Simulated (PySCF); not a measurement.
**Spinor energies of F³⁺ (fluorine, charge +3)**

Start: [He] 2s2 2p2; 2p1/2 filled at m_j = -1/2, +1/2. Calculated with PySCF 2.14 in x2c-SVPall-2c: generalised Hartree-Fock with the X2C-1e Hamiltonian and a Gaussian nucleus; one run each with spin-orbit coupling (SO) switched off, then screened by Boettger's factors.

| spinor shell | electrons | ε, spin-free (eV) | ε, screened SO (eV) | weight of nominal j (screened SO) | rms radius, screened SO (bohr) |
| --- | --- | --- | --- | --- | --- |
| 1s1/2 | 2 | -797.26 | -797.26 | 1.000 | 0.203 |
| 2s1/2 | 2 | -101.35 | -101.35 | 1.000 | 0.969 |
| 2p1/2 | 2 | -88.129 | -88.142 | 0.506 | 0.911 |

| quantity | spin-free | screened SO |
| --- | --- | --- |
| E (hartree) | -95.26447 | -95.26552 |
| M_J | 0 | 0 |
| ⟨J²⟩ | 2.003 | 1.976 |
| ⟨L²⟩ | 2.001 | 2.001 |
| ⟨S²⟩ | 2.002 | 2.002 |

The determinant has a definite M_J but mixes levels of different J.

Each row is a mean over spinors that exchange with the open shell spreads, by up to 12.015 eV (2s1/2).

Rows whose weight is well below 1 are mixtures of j = l ± 1/2: exchange outweighs spin-orbit coupling there, and the label is only the starting occupation.

Without spin-orbit coupling the j labels of p, d and f shells carry no meaning; the spin-free column gives the mean over the occupied spinors of each nl shell.
